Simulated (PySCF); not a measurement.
C₄H₇FSi, SMILES F[C@H]1C(=CC1)[SiH3]. Atoms are numbered in the order given.

```xyz
13

F     -0.9835     1.5230     0.9818
C     -0.9034     0.7591    -0.1661
C     -1.9544    -0.3806    -0.3006
C     -0.7451    -1.2792    -0.4328
C      0.1764    -0.3147    -0.1954
Si     2.0353    -0.2772    -0.0116
H     -0.8758     1.4507    -1.0258
H     -2.6571    -0.3243    -1.1497
H     -2.5236    -0.5185     0.6323
H     -0.6520    -2.3435    -0.6714
H      2.4177     0.0943     1.3781
H      2.6211     0.7307    -0.9394
H      2.5864    -1.6231    -0.3284
```

Geometry: TPSSh-D3(BJ)/def2-SVP. The structure was generated by enumeration; whether it is a known compound was not checked.

Level of theory: PBE0/def2-TZVP (PySCF).

ESP charges are fitted to the potential on shells at 1.4 to 2.0 van der Waals radii. Atomic charges (e):

```csv
atom,ESP fit,IAO
F1,___,-0.33
C2,0.35,0.19
C3,-0.47,-0.29
C4,___,-0.11
C5,___,-0.31
Si6,___,0.60
H7,0.05,0.14
H8,0.15,0.14
H9,0.19,0.16
H10,___,0.15
H11,-0.01,-0.11
H12,-0.03,-0.12
H13,-0.04,-0.12
```

Problem. Complete the blanks. (Estimate from the structure and the level; the computed values follow.)

Solution. 
- F1, ESP fit: -0.26
- C4, ESP fit: 0.00
- C5, ESP fit: -0.17
- Si6, ESP fit: 0.11
- H10, ESP fit: 0.12

Computed Mayer and Wiberg (Löwdin basis) orders of the bonds:
```tsv
bond	Mayer	Wiberg
F1–C2	1.03	1.65
C2–C3	1.06	1.11
C3–C4	1.05	1.20
C2–C5	1.01	1.12
C4–C5	1.70	1.87
C5–Si6	1.00	1.13
C2–H7	0.95	0.84
C3–H8	0.94	0.87
C3–H9	0.91	0.85
C4–H10	0.95	0.87
Si6–H11	0.95	0.95
Si6–H12	0.95	0.95
Si6–H13	0.95	0.95
```
